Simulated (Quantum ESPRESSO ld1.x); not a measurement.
Values are calculated unless marked as measured or tabulated.
Task: Coherent X-ray form factor from a spherical all-electron density. Code: ld1.x of Quantum ESPRESSO 7.5. Model: scalar-relativistic Kohn-Sham, LDA (Slater exchange, Perdew-Zunger correlation), spin-polarised, spherical densities, point nucleus.

sin(theta)/lambda (1/angstrom),f0 (electrons)
0.05,3.961
0.1,3.847
0.15,3.671
0.2,3.449
0.25,3.201
0.3,2.946
0.4,2.472
0.5,2.098
0.6,1.836
0.8,1.544
1,1.381
1.25,1.204
1.5,1.021
2,0.692

The species is in the configuration that NIST lists as its ground one. Which atom or ion scatters so?

Result: The oxygen ion O4+, [He] 2s2. Extrapolating in s^2 from the first two rows gives f0(0) = 4.0, near the electron count 4; among species with that count, the fall with angle is slower the higher Z, and the table is that of Z = 8; from so few rows the species is fixed only to a neighbour or two.
